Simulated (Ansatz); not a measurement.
```yaml
crystal:
  periodic: [false, false, false]
  atoms:
    - {symbol: C, position_ang: [0.061387, 0.605885, -0.999203]}
    - {symbol: Si, position_ang: [0.449501, -0.695670, 0.253303]}
    - {symbol: F, position_ang: [1.836398, -0.307662, 0.957684]}
    - {symbol: Se, position_ang: [-1.159184, -0.889410, 1.840444]}
    - {symbol: H, position_ang: [-0.124712, 1.873110, -0.223660]}
    - {symbol: H, position_ang: [-0.124712, 1.573110, -0.523660]}
    - {symbol: H, position_ang: [0.856559, 0.648187, -1.769969]}
    - {symbol: H, position_ang: [0.600551, -2.073983, -0.284817]}
    - {symbol: H, position_ang: [-1.326611, 0.666349, 1.984494]}
basis:
  gaussian: {orbitals: x2c-TZVPPall}
total_charge: 1
magnetization: {spin_polarized: true, initial_magnetization: 1}
hamiltonian: {xc: {name: HF}}
scf: {lower_state_search: light}
output: {forces: true}
```

```sh
$ ansatz run in.yaml --threads 4 --pin off --events-out ev --progress --plain --max-ram 10444MiB
```

Output, abridged:

```
Functional definition: HF
1555 factors; their error is unknown
mean field evaluation 1: about -77746.7403 eV, gradient 3.7e1 eV
mean field evaluation 2: about -77750.6081 eV, gradient 2.6e1 eV
mean field evaluation 4: about -77752.8296 eV, gradient 1.4e0 eV
mean field evaluation 8: about -77752.9103 eV, gradient 4.9e-1 eV
mean field evaluation 16: about -77754.2699 eV, gradient 1.2e-3 eV
mean field -77754.91010926 eV, -2857.4402423445 hartree, gradient 7.2e-6 eV, S^2 0.758784; 1 other end points of the search recorded, 0 dependent functions left out
reference -77754.91010926 eV, -2857.4402423445 hartree; 34, 33 occupied and 188, 189 virtual orbitals, 1555 factors
Total energy: -77754.91010926 eV, -2857.4402423445 hartree
Relativity: scalar
Atom 0 at     0.061387     0.605885    -0.999203 Å, force     2.176600    -3.692250    -2.264811 eV/Å
Atom 1 at     0.449501    -0.695670     0.253303 Å, force     0.616856    -2.834852     3.994486 eV/Å
Atom 2 at     1.836398    -0.307662     0.957684 Å, force    -1.374087     0.291856    -1.409545 eV/Å
Atom 3 at    -1.159184    -0.889410     1.840444 Å, force    -0.080569     2.392251    -0.350408 eV/Å
Atom 4 at    -0.124712     1.873110    -0.223660 Å, force     0.588675    28.960871    29.193366 eV/Å
Atom 5 at    -0.124712     1.573110    -0.523660 Å, force    -0.964545   -25.535554   -28.659756 eV/Å
Atom 6 at     0.856559     0.648187    -1.769969 Å, force    -1.117633     1.552832     0.141417 eV/Å
Atom 7 at     0.600551    -2.073983    -0.284817 Å, force    -0.029995     0.912959    -0.591683 eV/Å
Atom 8 at    -1.326611     0.666349     1.984494 Å, force     0.184699    -2.048113    -0.053067 eV/Å
Dipole moment:     0.163834     1.239543    -1.591523 e Å
```

In this input one atom was put on top of another. The run converged. The result belongs to that input, not to the molecule as meant.
